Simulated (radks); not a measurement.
A nucleus of charge 63.75 with 64 electrons, 64 electrons, occupied as [Xe] 4f7 5d1 6s2. All-electron calculation, Dirac Kohn-Sham, PBE, spin-unpolarised, spherical densities, point nucleus; open shells are shared between the two j in proportion to 2j + 1. Program: a radial shooting solver on a logarithmic mesh with Libxc functionals.

Spin-orbit splittings of the eigenvalues, e(l+1/2) - e(l-1/2), with zeta = 2 splitting/(2l+1) and mean radii in bohr:

| shell | occ. | splitting (eV) | zeta (eV) | <r> j=l-1/2 | <r> j=l+1/2 |
|---|---|---|---|---|---|
| 2p | 6 | 683.7 | 455.8 | 0.07786 | 0.08467 |
| 3p | 6 | 140.0 | 93.35 | 0.2349 | 0.2479 |
| 3d | 10 | 30.50 | 12.20 | 0.2199 | 0.2240 |
| 4p | 6 | 31.10 | 20.73 | 0.5683 | 0.5977 |
| 4d | 10 | 5.612 | 2.245 | 0.6344 | 0.6449 |
| 4f | 7 | 0.7193 | 0.2055 | 0.8827 | 0.8973 |
| 5p | 6 | ? | ? | 1.514 | 1.612 |
| 5d | 1 | 0.2234 | 0.08934 | 3.080 | 3.238 |

Estimate the 5p splitting.

Answer. 4.190 eV (zeta = 2.793 eV).
